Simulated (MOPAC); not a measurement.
Protons, H atoms and electrons added to or taken from C=CC#N. Isolated molecules, 0 K electronic values unless said otherwise. Strings in code marks are SMILES.

Quantity: electronic energy of isomers of C3H2N (charge -1) relative to `C=[C-]C#N`, in kJ/mol. Semi-empirical values (MOPAC) are differences of heats of formation. Levels without diffuse functions put anions too high.

Case: `[H]/[C-]=C\C#N` (not the most acidic site). Geometry of `[H]/[C-]=C\C#N` (charge -1, multiplicity 1, Å):

```xyz
6

C     -1.3118     0.5592    -0.3126
C     -0.3532    -0.4062    -0.2724
C      0.9913    -0.2020     0.1604
N      2.0825    -0.0182     0.5160
H     -0.8528     1.5050     0.0467
H     -0.5560    -1.4378    -0.5794
```

Task: What electronic energy of isomers of C3H2N (charge -1) relative to `C=[C-]C#N` does PM6 // PBE0-D4/def2-TZVPD (MOPAC) give?

Result: 57.5 kJ/mol.
